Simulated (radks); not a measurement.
Charge is removed step by step from the 6s level of Sm, starting from [Xe] 4f6 6s2. Method: scalar-relativistic Kohn-Sham, PBEsol, spin-unpolarised, spherical densities, point nucleus; computed with a radial shooting solver on a logarithmic mesh with Libxc functionals.

removed (e)  E - E(0) (eV)  eigenvalue (eV)  E minus straight line (eV)
0                    0.000           -3.601                       0.000
0.1                  0.383           -4.057                      -0.214
0.2                  0.811           -4.520                      -0.382
0.3                  1.286           -4.989                      -0.503
0.4                  1.809           -5.465                      -0.577
0.5                  2.379           -5.946                      -0.603
0.6                  2.998           -6.432                      -0.581
0.7                  3.665           -6.922                      -0.510
0.8                  4.382           -7.417                      -0.390
0.9                  5.148           -7.915                      -0.220
1                    5.964           -8.416                       0.000

Removing the whole electron costs 5.964 eV by Delta-SCF, against 3.601 eV from minus the eigenvalue at the starting occupation. Slater's transition state (half an electron removed) gives 5.946 eV. Integrating minus the eigenvalue over the occupation (Janak's theorem) gives 5.967 eV. In this scalar-relativistic scheme the density is built from large components alone, so the theorem holds only approximately. The mean slope of the eigenvalue, de/dn, is 4.81 eV per electron. Ionisation energy of Sm in the NIST Atomic Spectra Database: 5.644 eV (measured).

Beside tabulated values, note that spin-unpolarised runs miss the spin-polarisation part of the exchange energy of open shells.
